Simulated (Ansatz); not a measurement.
Job for Ansatz (an electronic-structure program): R-wB97M-V/def2-TZVPPD on AsH3 (SMILES [AsH3]) with ghost functions, monomers drawn apart or pushed together. Files ending in .json are basis or fitting sets from the Basis Set Exchange.

Ansatz 0.2 input:
```yaml
crystal:
  periodic: [false, false, false]
  atoms:
    - {symbol: As, position_ang: [-0.46349242, 0.15087264, 3.79732681]}
    - {symbol: H, position_ang: [1.02129571, -0.18612829, 3.86815690]}
    - {symbol: H, position_ang: [-0.84672497, -1.31736022, 3.65335239]}
    - {symbol: H, position_ang: [-0.60823795, 0.10155772, 5.31531309]}
basis:
  gaussian:
    orbitals: def2-TZVPPD.json
    ghost_atoms:
      - {symbol: N, position_ang: [0.24158190, -0.23289790, -1.00821241]}
      - {symbol: N, position_ang: [0.46009790, -0.69625344, -0.04515045]}
hamiltonian:
  xc: {name: wB97M-V}
scf: {lower_state_search: off}
```

Output:

```
WARN ansatz: RAYON_NUM_THREADS=2 ignored (pool sized by the plan → 2); use --threads N
Functional definition: wB97M-V
these checks for a lower state are left out or cut short: stability, starts, cluster_reference, orbital_swaps, neighbouring_geometries, increment
integrals: 0.10 GiB planned
949 factors; their error is unknown
integrals: 0.14 GiB planned
226 factors; integrals over basis functions are off by at most 4.4e-5 eV
mean field: 0.87 GiB planned
mean field evaluation 1: about -60885.7782 eV, gradient 9.4e0 eV
mean field evaluation 2: about -60885.8959 eV, gradient 5.8e0 eV
mean field evaluation 4: about -60885.9231 eV, gradient 2.7e-1 eV
mean field evaluation 8: about -60886.0669 eV, gradient 3.7e-2 eV
mean field evaluation 16: about -60886.0669 eV, gradient 5.1e-7 eV
mean field -60886.06687670 eV, -2237.5216876603 hartree, gradient 5.2e-7 eV, S^2 0.000000; 0 other end points of the search recorded, 0 dependent functions left out
reference -60886.06691837 eV, -2237.5216891918 hartree; 18, 18 occupied and 161, 161 virtual orbitals, 949 factors
Total energy: -60886.06691837 eV, -2237.5216891918 hartree
Checks for a lower state left out: stability, starts, cluster_reference, orbital_swaps, neighbouring_geometries, increment
```

The calculation finished and met its thresholds.

Cost: about 5 core-seconds (a rough figure).
